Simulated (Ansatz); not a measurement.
Start from `[SiH3][SiH]1O[SiH2]1` and change one element to get `[SiH3][SiH]1[SiH2]S1`.

Ansatz, PBE0-D4/def2-TZVP geometries, multiplicity 1. 

```
                                                                                  property  `[SiH3][SiH]1O[SiH2]1`
                                                        LUMO energy (PBE0/def2-TZVPP) / eV                   -1.19
                                                   HOMO–LUMO gap (ωB97M-V/def2-TZVPP) / eV                    9.43
                                                       HOMO energy (B3LYP/def2-TZVPP) / eV                   -6.68
                                                     LUMO energy (ωB97M-V/def2-TZVPP) / eV                    0.56
                                                      HOMO–LUMO gap (PBE0/def2-TZVPP) / eV                    5.69
ideal-gas entropy at 298 K and 1 bar (rigid rotor, harmonic PBE0-D4/def2-TZVP) / J/(mol·K)                     346
```

What does the change do to each property? (Estimate.)

Computed: 
```csv
property,`[SiH3][SiH]1[SiH2]S1`,shift
LUMO energy (PBE0/def2-TZVPP) / eV,-0.82,0.37
HOMO–LUMO gap (ωB97M-V/def2-TZVPP) / eV,10.05,0.62
HOMO energy (B3LYP/def2-TZVPP) / eV,-6.95,-0.27
LUMO energy (ωB97M-V/def2-TZVPP) / eV,0.94,0.38
HOMO–LUMO gap (PBE0/def2-TZVPP) / eV,6.36,0.67
"ideal-gas entropy at 298 K and 1 bar (rigid rotor, harmonic PBE0-D4/def2-TZVP) / J/(mol·K)",359,13
```

With PBE0 the HOMO falls by 0.30 eV and the LUMO rises by 0.37 eV, so the gap widens by about 0.67 eV. PBE moves the HOMO by -0.32 eV and ωB97M-V by -0.24 eV.

B3LYP here is the variant with VWN-RPA as its local correlation; programs differ in this.
